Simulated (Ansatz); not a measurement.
Geometry optimisation, RKS CAM-B3LYP-D4/def2-SVP in Ansatz.

The input (input.yaml):

```yaml
crystal:
  periodic: [false, false, false]
  atoms:
    - { symbol: Hf, position_ang: [0.0, 0.0, 0.0] }
    - { symbol: O, position_ang: [0.0, 0.0, 2.07] }
    - { symbol: H, position_ang: [-0.9095, -0.2814, 2.4071] }
    - { symbol: O, position_ang: [1.952, 0.0, -0.6893] }
    - { symbol: H, position_ang: [2.2684, -0.9521, -0.806] }
    - { symbol: "N", position_ang: [-1.0409, 1.8034, -0.7359] }
    - { symbol: H, position_ang: [-2.061, 1.7482, -1.0186] }
    - { symbol: H, position_ang: [-0.5204, 2.7241, -0.8065] }
    - { symbol: O, position_ang: [-0.975, -1.6891, -0.6893] }
    - { symbol: H, position_ang: [-1.4296, -2.1548, 0.0831] }
basis:
  gaussian: { orbitals: def2-SVP }
hamiltonian:
  xc: cam_b3lyp
  dispersion: d4
relax:
  f_tol: 0.02
  max_steps: 40
```

Launched with:

```bash
$ ansatz run input.yaml --threads 4 --pin off --max-ram 5120MiB --backend cpu --events-out ev --progress --plain --runs-dir out
```

**Question.** Where does it end, and by what steps?

**Answer.** The run converged. The force dipped under the threshold on the way, but the program's further checks kept it going. After 10 steps the energy has fallen by 1.524 eV; H3 moved furthest, 0.94 Å.

```
step  energy less start (eV)  largest force component (eV/Å)  accepted
   0                  0.0000                           2.674       yes
   1                 -0.7454                           2.750       yes
   2                 -1.0972                           2.286       yes
   3                 -1.3486                           0.412       yes
   4                 -1.4202                           0.785       yes
   5                 -1.4982                           0.190       yes
   6                 -1.5194                           0.112       yes
   7                 -1.5206                           0.102       yes
   8                 -1.5239                           0.016       yes
   9                 -1.5230                           0.184        no
  10                 -1.5239                           0.010       yes
```

```xyz
10
Properties=species:S:1:pos:R:3
Hf -0.152 -0.126 0.062
O -0.187 -0.024 1.999
H -0.309 0.232 2.911
O 1.690 -0.190 -0.532
H 2.613 -0.353 -0.717
N -0.970 1.564 -0.757
H -1.953 1.701 -0.984
H -0.476 2.429 -0.966
O -1.261 -1.604 -0.517
H -1.710 -2.431 -0.684
```

Whether the end is a true minimum wasn't checked by a vibrational analysis.

The run took 16 s on 4 threads of Intel(R) Xeon(R) Platinum 8488C (Sapphire Rapids), with other jobs on the host, peak memory 0.32 GiB.
